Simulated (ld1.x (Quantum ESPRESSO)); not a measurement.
Co: from the effect back to the setting (TM)

Base potential:

Co, norm-conserving Troullier–Martins (Kleinman–Bylander form), made with ld1.x (Quantum ESPRESSO) 7.5 (BP86, non-relativistic). Core [Ne] 3s2, reference 3p6 3d7 4s1 4p0 (charge +1). Waves: 3p (bound): rc 0.80 bohr; 3d (bound): rc 1.75 bohr; 4s (bound): rc 2.30 bohr. Local part: the s channel. Core correction: none.

Cutoffs, loose and tight: the cutoffs (Ry, on a coarse ladder) from which the occupation-weighted sum of valence levels, in a spherical-Bessel basis at the reference potential, stays within 10 and 1 mRy of its value at 400 Ry. They do not see the model core or the augmentation charge, which bear on the density cutoff. Test errors are all-electron minus pseudo excitation energies from the reference, over the configurations 3p6 3d7 4s2 4p0; 3p6 3d7 4s0 4p0; 3p6 3d6 4s0 4p0; 3p5 3d7 4s2 4p0; 3p6 3d5 4s0 4p0; 3p6 3d7 4s0 4p2; 3p6 3d6 4s2 4p0; variants that change the core or the reference have their own tests.

Only the scale of all radii (base = 1) is moved:

| scale of all radii (base = 1) | cutoff, loose | cutoff, tight | bound ghosts | largest test error (meV) |
| --- | --- | --- | --- | --- |
| 0.77 | 300 Ry | over 300 Ry | none | -1535 |
| 0.86 | 180 Ry | 300 Ry | none | -1584 |
| 0.97 | 160 Ry | 300 Ry | none | -1584 |
| 1.06 | 140 Ry | 260 Ry | none | -1587 |
| 1.29 | 100 Ry | 140 Ry | none | -1625 |
| 1.35 | 80 Ry | 140 Ry | none | -1633 |

Problem. One more run gave cutoff, loose: 120 Ry; cutoff, tight: 160 Ry; bound ghosts: none; largest test error (meV): -1600. Which value of the scale of all radii (base = 1) was used?

Solution. 1.19. The loose cutoff moves one way along this sweep, from 300 Ry at 0.77 to 80 Ry at 1.35, which places the run between 1.06 and 1.29.
